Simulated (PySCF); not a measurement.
Geometries of 4 isomers of C3H8O2Si, from PBE0-D3(BJ)/def2-SVP geometry optimisation, gas phase (PySCF 2.14.0). One conformer each, no zero-point energy, no frequencies.

Task: Which is lowest in electronic energy at this level?
A.
```xyz
14
angstrom
C     -2.314   -0.470   -0.230
C     -1.437    0.436   -0.681
C     -0.198    0.870    0.027
Si     1.237   -0.179   -0.589
O      0.800   -1.778   -0.521
O      1.525    0.347   -2.142
H     -2.217   -0.921    0.764
H     -3.177   -0.770   -0.830
H     -1.587    0.855   -1.684
H     -0.279    0.712    1.115
H      0.024    1.934   -0.152
H      2.463   -0.070    0.247
H     -0.130   -1.921   -0.744
H      2.191   -0.137   -2.639
```
B.
```xyz
14
angstrom
O      1.066    0.851   -0.827
C      1.456   -0.013   -0.081
O      2.729   -0.413   -0.051
C      0.578   -0.773    0.872
C     -0.700   -0.028    1.231
Si    -1.753    0.615   -0.220
H      3.199    0.104   -0.724
H      0.344   -1.727    0.365
H      1.173   -1.049    1.757
H     -1.344   -0.693    1.829
H     -0.468    0.832    1.882
H     -1.469    2.028   -0.594
H     -1.626   -0.284   -1.408
H     -3.185    0.558    0.228
```
C.
```xyz
14
angstrom
C     -2.611    0.259    0.458
O     -1.390   -0.342    0.764
C     -0.358    0.026   -0.107
Si     1.228   -0.852    0.416
C      2.573   -0.287   -0.851
O      2.284    0.447   -1.767
H     -3.354   -0.095    1.186
H     -2.958   -0.008   -0.560
H     -2.554    1.364    0.518
H     -0.179    1.122   -0.105
H     -0.586   -0.237   -1.161
H      1.101   -2.340    0.347
H      1.664   -0.472    1.793
H      3.635   -0.645   -0.739
```
D.
```xyz
14
angstrom
C      2.204   -0.538    0.411
Si     1.242    0.872   -0.333
O     -0.355    0.384   -0.760
C     -1.192    0.028    0.221
C     -2.554   -0.340   -0.284
O     -0.854    0.016    1.379
H      1.764   -0.824    1.376
H      2.192   -1.412   -0.258
H      3.253   -0.243    0.570
H      1.159    2.059    0.562
H      1.801    1.281   -1.652
H     -3.198   -0.635    0.552
H     -2.470   -1.162   -1.010
H     -2.993    0.516   -0.818
```

Result: A. That is `[SiH](CC=C)(O)O`, 3.0 kcal/mol below the next.

```
        SMILES                     atoms numbered as above      E (Eh)  relative (kcal/mol)  relative (kJ/mol)  dipole (D)
 C=CC[SiH](O)O  [CH2:1]=[CH:2][CH2:3][SiH:4]([OH:5])[OH:6]  -558.43687                  0.0                0.0        0.57
C[SiH2]OC(C)=O    [CH3:1][SiH2:2][O:3][C:4]([CH3:5])=[O:6]  -558.43205                  3.0               12.7        1.40
O=C(O)CC[SiH3]   [O:1]=[C:2]([OH:3])[CH2:4][CH2:5][SiH3:6]  -558.38823                 30.5              127.7        2.41
  COC[SiH2]C=O     [CH3:1][O:2][CH2:3][SiH2:4][CH:5]=[O:6]  -558.30917                 80.1              335.3        0.86
```

As drawn, the lowest has an O–H bond, an Si–O bond and a C=C bond outside aromatic rings, which the highest lacks; the highest has a C=O bond, which the lowest lacks.
